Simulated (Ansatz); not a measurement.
Reactions of `[Cl][Hf]([Cl])([Cl])[I]`.

Calculated with Ansatz (gas phase, PBE0-D4/def2-TZVP geometries, no zero-point term in ΔE). CCSD(T)/CBS is the MP2 limit (def2-TZVPP, def2-QZVPP) plus CCSD(T) − MP2 in def2-TZVPP, frozen cores. This one scheme is used for every species. Elements past krypton have def2 core potentials. For Hf, I, Sn outer-core shells are correlated without core-valence functions, which leaves a few kJ/mol of doubt a bond. Each species was taken in one conformer, which may not be the lowest.

```json
{"reaction": "`[Cl][Hf]([Cl])([Cl])[I]` + `CCO[SiH3]` → `[CH3][Hf]([Cl])([Cl])[Cl]` + `[SiH3]OCI`", "CCSD/CBS(def2) (kJ/mol)": "189"}
{"reaction": "`[Cl][Hf]([Cl])([Cl])[I]` + `[SH][Sn]([Cl])([Cl])[Cl]` → `[SH][Hf]([Cl])([Cl])[Cl]` + `[Cl][Sn]([Cl])([Cl])[I]`", "CCSD/CBS(def2) (kJ/mol)": "10"}
{"reaction": "`[Cl][Hf]([Cl])([Cl])[I]` + H–F → `[F][Hf]([Cl])([Cl])[Cl]` + HI", "CCSD/CBS(def2) (kJ/mol)": "-26"}
{"reaction": "`[Cl][Hf]([Cl])([Cl])[I]` + CH₃OH → `C[O][Hf]([Cl])([Cl])[Cl]` + HI", "CCSD/CBS(def2) (kJ/mol)": "-10"}
{"reaction": "`[Cl][Hf]([Cl])([Cl])[I]` + H₂O → `[OH][Hf]([Cl])([Cl])[Cl]` + HI", "CCSD/CBS(def2) (kJ/mol)": "7"}
```

Q: Give the CCSD(T)/CBS values in the same order. (An estimate is asked.)

A: The calculation gave: 188, 11, -21, -7, 12 kJ/mol.

Largest T1 diagnostic: 0.014, for `[SH][Hf]([Cl])([Cl])[Cl]`.
